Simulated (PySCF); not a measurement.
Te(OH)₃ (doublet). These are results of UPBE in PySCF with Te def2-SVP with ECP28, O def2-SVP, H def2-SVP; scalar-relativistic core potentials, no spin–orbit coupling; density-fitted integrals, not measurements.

Harmonic bands of its minimum:

| ω (cm⁻¹) | IR (km/mol) |
| --- | --- |
| 51 | 9.2 |
| 164 | 107 |
| 194 | 13.2 |
| 260 | 12.4 |
| 350 | 142 |
| 487 | 24.4 |
| 507 | 38.1 |
| 523 | 102 |
| 590 | 25.0 |
| 764 | 83.4 |
| 823 | 84.9 |
| 1047 | 108 |
| 3559 | 73.9 |
| 3646 | 73.8 |
| 3689 | 52.4 |

Question: The central atom is Te. Infer the point group and assign the bands.

Answer: C1. The modes span 15a: 51 a, 164 a, 194 a, 260 a, 350 a, 487 a, 507 a, 523 a, 590 a, 764 a, 823 a, 1047 a, 3559 a, 3646 a, 3689 a. The computed geometry has O–H 0.978 Å, O–H 0.982 Å, O–H 0.987 Å, Te–O 2.007 Å, Te–O 2.062 Å, Te–O 2.113 Å; H–O–Te 100.5°, H–O–Te 107.3°, H–O–Te 110.6°, O–Te–O 77.3°, O–Te–O 82.9°, O–Te–O 159.3°.

Only a few start shapes were tried, so a lower isomer may exist. No spin–orbit coupling is included, which matters more the heavier the element.
